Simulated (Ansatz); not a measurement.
One change: `[OH][Ge]([OH])([OH])[Cl]` becomes `[OH][Ge]([OH])([OH])[SiH3]`.

Ansatz, PBE0-D4/def2-TZVP geometries, multiplicity 1. Each molecule was computed in one conformer, which needn't be the lowest.

Scalar relativity is left out up to krypton.

```json
{"property": "size of the dipole moment (B3LYP/def2-TZVPP) / D", "`[OH][Ge]([OH])([OH])[Cl]`": "0.97"}
{"property": "HOMO energy (PBE/def2-TZVPP) / eV", "`[OH][Ge]([OH])([OH])[Cl]`": "-7.70"}
{"property": "HOMO energy (ωB97M-V/def2-TZVPP) / eV", "`[OH][Ge]([OH])([OH])[Cl]`": "-11.67"}
{"property": "LUMO energy (ωB97M-V/def2-TZVPP) / eV", "`[OH][Ge]([OH])([OH])[Cl]`": "1.22"}
{"property": "HOMO energy (PBE0/def2-TZVPP) / eV", "`[OH][Ge]([OH])([OH])[Cl]`": "-9.32"}
{"property": "HOMO–LUMO gap (B3LYP/def2-TZVPP) / eV", "`[OH][Ge]([OH])([OH])[Cl]`": "8.04"}
```

(1) Give the same properties after the change, and the shifts. (Estimate.)

Results:

(1) Ansatz gave: 
```json
{"property": "size of the dipole moment (B3LYP/def2-TZVPP) / D", "`[OH][Ge]([OH])([OH])[SiH3]`": "0.45", "shift": "-0.52"}
{"property": "HOMO energy (PBE/def2-TZVPP) / eV", "`[OH][Ge]([OH])([OH])[SiH3]`": "-6.71", "shift": "0.99"}
{"property": "HOMO energy (ωB97M-V/def2-TZVPP) / eV", "`[OH][Ge]([OH])([OH])[SiH3]`": "-10.29", "shift": "1.38"}
{"property": "LUMO energy (ωB97M-V/def2-TZVPP) / eV", "`[OH][Ge]([OH])([OH])[SiH3]`": "1.70", "shift": "0.48"}
{"property": "HOMO energy (PBE0/def2-TZVPP) / eV", "`[OH][Ge]([OH])([OH])[SiH3]`": "-8.12", "shift": "1.20"}
{"property": "HOMO–LUMO gap (B3LYP/def2-TZVPP) / eV", "`[OH][Ge]([OH])([OH])[SiH3]`": "7.61", "shift": "-0.43"}
```

With PBE0 the HOMO rises by 1.20 eV and the LUMO rises by 0.67 eV, so the gap narrows by about 0.53 eV. PBE moves the HOMO by 0.99 eV and ωB97M-V by 1.38 eV. Dipoles are sizes alone; their direction can turn.

B3LYP here is the variant with VWN-RPA as its local correlation; programs differ in this.
